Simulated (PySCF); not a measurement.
# Identify the compound

The spectra below were simulated for a compound C₆H₁₈Si₂.

¹H NMR (400 MHz, computed): δ 0.04 (s, 18H).

¹³C{¹H} NMR (computed): δ -1.7 (CH3).

- GFN2-xTB geometry
- NMR shieldings at PBE0/pcSseg-1/GIAO
- run in PySCF 2.14
- fast rotation and ring inversion assumed for equivalent nuclei, relativity neglected, isolated molecule, a single conformation

δ = σ(ref) − σ, references computed at the same level: ¹H (σref 31.72) and ¹³C (σref 186.93) vs TMS.

Task: What is the structure?

Result: 
- The formula gives 0 degrees of unsaturation.
- 1 carbon signal for 6 carbons: some carbons are equivalent by symmetry or fast rotation.
- Carbon types of the structure: 6 × CH3, which accounts for all hydrogens.
- δC -1.7: methyl carbon bonded to Si; an electropositive neighbour leaves it electron-rich and shielded.
- δH 0.04: hydrogen on a methyl carbon bonded to Si; an electropositive neighbour shields it, as in TMS itself.

Structure: SMILES [Si]([Si](C)(C)C)(C)(C)C.

The shifts were computed for this structure.

Shifts are as computed. Against solution values, carbons near 30 ppm lie about +3 ppm off and those near 130 ppm about +5 ppm. Of 1211 compounds with measured shifts, 218 miss one by over three times the rms of a fit or turn the order of signals round; such compounds aren't used in these exercises.
